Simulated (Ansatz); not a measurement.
Mulliken charges of CH5NOSi (`N[SiH2]C=O`) from r2SCAN/def2-TZVPP in Ansatz (PBE0-D4/def2-TZVP geometry).

```tsv
atom	x (Å)	y (Å)	z (Å)	charge (e)
N1	-1.082	0.477	-0.850	-0.464
Si2	0.471	-0.142	-0.548	0.452
C3	0.477	-0.400	1.357	0.143
O4	-0.461	-0.045	2.029	-0.293
H5	-1.392	0.887	-1.711	0.157
H6	-1.641	0.741	-0.053	0.176
H7	1.614	0.757	-0.888	-0.099
H8	0.748	-1.447	-1.211	-0.091
H9	1.355	-0.874	1.857	0.019
```

Problem. By hand: the dipole of these point charges (1 e Å = 4.8032 D).

Solution. Σ q r = (0.209, -0.020, -0.298) e Å, of length 0.365 e Å = 1.75 D.

Problem. How does the dipole of the full density compare? (An estimate is asked.)

Solution. Computed: (0.108, 0.066, -0.327) e Å, 1.68 D; the point charges give 1.04 times that, at 22° from its direction.

Point charges leave out the atoms' own dipoles, such as those of lone pairs, and Mulliken's split depends on the basis, so the two needn't agree.
